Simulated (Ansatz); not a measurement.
Task: Name a neutral molecule of B, C, F and H with size of the dipole moment (PBE/def2-TZVPP) between 1.55 and 1.85 D and vertical ionisation energy (CCSD(T)/CBS(def2)) between 11.80 and 12.10 eV (Ansatz, PBE0-D4/def2-TZVP geometry).

Result: `C#CB(F)F` (1.81 D, 11.85 eV). Other molecules can fit too; these were computed, each in one conformer that needn't be the lowest.
